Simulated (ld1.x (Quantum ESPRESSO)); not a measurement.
As, PAW: configuration errors across variants

arsenic, PAW, made with ld1.x (Quantum ESPRESSO) 7.5 (PBE, scalar-relativistic). Core [Ar], reference 3d10 4s2 4p3. Waves: 4s (bound): rcut 1.30, rcutus 1.80 bohr; 4s channel at 4.05 Ry: rcut 1.30, rcutus 1.80 bohr; 4p (bound): rcut 1.85, rcutus 2.30 bohr; 4p channel at 1.3 Ry: rcut 1.85, rcutus 2.30 bohr; 3d (bound): rcut 1.05, rcutus 1.35 bohr; 3d channel at -1.55 Ry: rcut 1.05, rcutus 1.35 bohr. Local part: all-electron potential smoothed inside 1.75 bohr (lloc = -1). Core correction: Bessel-smoothed model core, default radius (core density twice the valence density). Augmentation charge: PSQ, inside the norm-conserving radii.

All-electron excitation energies from the reference (eV): (1) 3d10 4s2 4p2 9.149; (2) 3d10 4s2 4p1 27.067; (3) 3d10 4s2 4p0 54.770; (4) 3d10 4s2 4p2.5 3.555; (5) 3d10 4s1 4p4 9.417; (6) 3d10 4s2 4p3.3 -1.234.

Tests that are not counted but printed errors over 1 eV. “base”: 3d9 4s2 4p3 (solver errors, printed error -2388 eV). “local potential all-electron potential smoothed inside 1.38 bohr (lloc = -1)”: 3d9 4s2 4p3 (solver errors, printed error -2388 eV). “waves 4p (bound): rcut 1.32, rcutus 1.40 bohr; 4p channel at 1.3 Ry: rcut 1.32, rcutus 1.40 bohr”: 3d9 4s2 4p3 (solver errors, printed error -2389 eV). “all radii but the core radius scaled by about 0.94 (s 1.70, p 2.16, d 1.28 bohr, rcut 1.22/1.74/0.98); local potential all-electron potential smoothed inside 1.64 bohr (lloc = -1)”: 3d9 4s2 4p3 (solver errors, printed error -2390 eV). “local potential all-electron potential smoothed inside 1.85 bohr (lloc = -1)”: 3d9 4s2 4p3 (solver errors, printed error -2388 eV).

A true bound ghost makes a file unfit for plane-wave use even where its test errors are small: the radial tests pick states by their node count and pass the ghost by. Where a test does run into it, the solver fails or the error is huge.

Errors AE − PS in meV (a dash: test not solved or not reliable):

```csv
change,(1),(2),(3),(4),(5),(6),bound ghosts
base,-1.2,-3.8,-8.7,-0.5,-0.9,+0.2,none
local potential all-electron potential smoothed inside 1.38 bohr (lloc = -1),-1.2,-3.5,-7.7,-0.5,-0.9,+0.2,none
"waves 3d (bound): rcut 0.98, rcutus 1.04 bohr; 3d channel at -1.55 Ry: rcut 0.98, rcutus 1.04 bohr",-1.2,-3.8,-8.8,-0.5,-0.8,+0.2,none
"waves 4p (bound): rcut 1.32, rcutus 1.40 bohr; 4p channel at 1.3 Ry: rcut 1.32, rcutus 1.40 bohr",-1.3,-4.3,-10,-0.6,-1.2,+0.2,p
"all radii but the core radius scaled by about 0.94 (s 1.70, p 2.16, d 1.28 bohr, rcut 1.22/1.74/0.98); local potential all-electron potential smoothed inside 1.64 bohr (lloc = -1)",-1.3,-3.9,-9.2,-0.5,-0.9,+0.2,none
local potential all-electron potential smoothed inside 1.85 bohr (lloc = -1),-1.2,-3.8,-8.8,-0.5,-0.8,+0.2,none
"waves 4s (bound): rcut 1.30, rcutus 1.90 bohr; 4s channel at 4.05 Ry: rcut 1.30, rcutus 1.90 bohr",-1.2,-3.3,–,-0.5,-0.8,+0.2,none
```

(1) Give the same row for: wave 4s channel at 4.05 Ry: rcut 1.30, rcutus 1.80 bohr becomes 4s channel at -0.77 Ry: rcut 1.30, rcutus 1.80 bohr.

Results:

(1) -1.3, -4.1, -9.6, -0.5, -0.8, +0.2; bound ghosts: none. Not counted: 3d9 4s2 4p3 (solver errors, printed error -2388 eV).
